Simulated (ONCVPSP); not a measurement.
Scattering properties, ONCV potential for nickel (Ni)

```json
{"Element": "nickel (Ni)", "Generator": "ONCVPSP 4.0.1", "Type": "optimised norm-conserving Vanderbilt (ONCV)", "Functional": "PBE", "Relativity": "scalar-relativistic", "Frozen core": "[Ne] 3s2", "Valence charge": "16", "Reference configuration": "3p6 3d8 4s2", "Partial waves": "4s: rc 1.80 bohr, ncon 4, nbas 8, qcut 3.2 1/bohr, 2 projectors, debl 0.4 Ha; 3p: rc 1.00 bohr, ncon 4, nbas 8, qcut 16.3 1/bohr, 1 projector; 3d: rc 1.25 bohr, ncon 4, nbas 9, qcut 11.3 1/bohr, 2 projectors, debl 0.7 Ha; f scattering state at 0.37 Ha: rc 1.65 bohr, ncon 4, nbas 8, qcut 7.2 1/bohr, 2 projectors, debl 3 Ha", "Local potential": "polynomial inside 0.80 bohr (lpopt 5, dvloc0 -1 Ha)", "Core correction": "Teter function, fcfact 2.25, rcfact 1.7"}
```

The phase is arctan(r·R′/R) of the radial function R(r), unwrapped; energies in Ha, scanned from -4 to 5 Ha. A pole is an energy at which the radial function vanishes at the test radius. The pseudo phase is shifted by a multiple of π to meet the all-electron one at the reference energy, and phase errors are pseudo minus all-electron; the curves can meet again beyond the range given. Levels narrower than the energy grid can be missing from the lists of poles.

| channel | radius (bohr) | reference energy (Ha) | poles, all-electron | poles, pseudo | unbroken range about the reference energy with phases within 0.05 rad | phase error 1 Ha above the reference energy (rad) |
| --- | --- | --- | --- | --- | --- | --- |
| s | 1.82 | -0.21 | 2.88 | 2.64 | -3.7 to 3.0 | -0.000 |
| p | 1.01 | -2.62 | -0.18 | -0.21 | below 4.6 | -0.001 |
| d | 1.27 | -0.33 | 0.67 | 0.67 | the whole range | -0.000 |
| f | 1.68 | 0.37 | none | none | the whole range | -0.000 |

Note: ghosts flagged at negative energy: s at -133.4 eV; GHOST(+) flagged for f at 177.1 eV. A true bound ghost makes a file unfit for plane-wave use.

Phases in the f channel:

```json
{"E (Ha)": "-3.98", "all-electron": "1.351", "pseudo": "1.351"}
{"E (Ha)": "-3.50", "all-electron": "1.339", "pseudo": "1.339"}
{"E (Ha)": "-3.02", "all-electron": "1.325", "pseudo": "1.325"}
{"E (Ha)": "-2.54", "all-electron": "1.308", "pseudo": "1.308"}
{"E (Ha)": "-2.06", "all-electron": "1.287", "pseudo": "1.287"}
{"E (Ha)": "-1.58", "all-electron": "1.262", "pseudo": "1.262"}
{"E (Ha)": "-1.10", "all-electron": "1.229", "pseudo": "1.229"}
{"E (Ha)": "-0.62", "all-electron": "1.186", "pseudo": "1.186"}
{"E (Ha)": "-0.14", "all-electron": "1.127", "pseudo": "1.127"}
{"E (Ha)": "0.34", "all-electron": "1.039", "pseudo": "1.039"}
{"E (Ha)": "0.82", "all-electron": "0.897", "pseudo": "0.897"}
{"E (Ha)": "1.30", "all-electron": "0.641", "pseudo": "0.641"}
{"E (Ha)": "1.78", "all-electron": "0.163", "pseudo": "0.162"}
{"E (Ha)": "2.26", "all-electron": "-0.487", "pseudo": "-0.487"}
{"E (Ha)": "2.74", "all-electron": "-0.947", "pseudo": "-0.947"}
{"E (Ha)": "3.22", "all-electron": "-1.194", "pseudo": "-1.194"}
{"E (Ha)": "3.70", "all-electron": "-1.335", "pseudo": "-1.335"}
{"E (Ha)": "4.18", "all-electron": "-1.427", "pseudo": "-1.428"}
{"E (Ha)": "4.66", "all-electron": "-1.495", "pseudo": "-1.497"}
```
